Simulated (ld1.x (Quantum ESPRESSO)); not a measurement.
## oxygen: one change to a TM potential, before and after

O (Z = 8), norm-conserving Troullier–Martins (Kleinman–Bylander form), made with ld1.x (Quantum ESPRESSO) 7.5 (PBE, non-relativistic). Core [He], reference 2s2 2p3 (charge +1). Waves: 2p (bound): rc 1.00 bohr; 3d channel at 0.5 Ry: rc 1.00 bohr; 2s (bound): rc 0.60 bohr. Local part: the s channel. Core correction: Bessel-smoothed model core inside 0.40 bohr.

Change: all radii but the core radius scaled by about 1.14 (s 0.68, p 1.14, d 1.14 bohr).

Cutoffs: the cutoffs (Ry, on a coarse ladder) from which the occupation-weighted sum of valence levels, in a spherical-Bessel basis at the reference potential, stays within 10 and 1 mRy of its value at 400 Ry; they do not see the model core or the augmentation charge, which bear on the density cutoff. Errors are all-electron minus pseudo energies relative to the spin-unpolarised reference configuration.

Task: Predict the effect on cutoff, ghosts and configuration errors.

Result: Of the 7 tests that both files solve, the error grows in 6 and shrinks in 0 by more than 15 % and 0.3 meV (median size 14.3 → 21.2 meV); neither file shows a bound ghost. More of the atom is replaced by a form fitted at one configuration, so other configurations suffer.

```csv
quantity,base,changed
"cutoff, loose",200 Ry,140 Ry
"cutoff, tight",over 300 Ry,200 Ry
loose cutoff by channel (10 mRy a level),"p 100 Ry, s 160 Ry","p 80 Ry, s 70 Ry"
bound ghosts,none,none
"error for 2s2 2p4, meV [ΔE -16.44 eV]",+2.4,+3.2
"error for 2s2 2p2, meV [ΔE 33.59 eV]",+14,+21
"error for 2s2 2p1, meV [ΔE 87.47 eV]",+111,+165
"error for 2s2 2p4.3, meV [ΔE -18.56 eV]",+2.8,+3.6
"error for 2s2 2p3.5, meV [ΔE -10.15 eV]",+1.0,+1.5
"error for 2s2 2p0, meV [ΔE 164.37 eV]",+441,+650
"error for 2s1 2p5, meV [ΔE -1.54 eV]",+24,+27
```
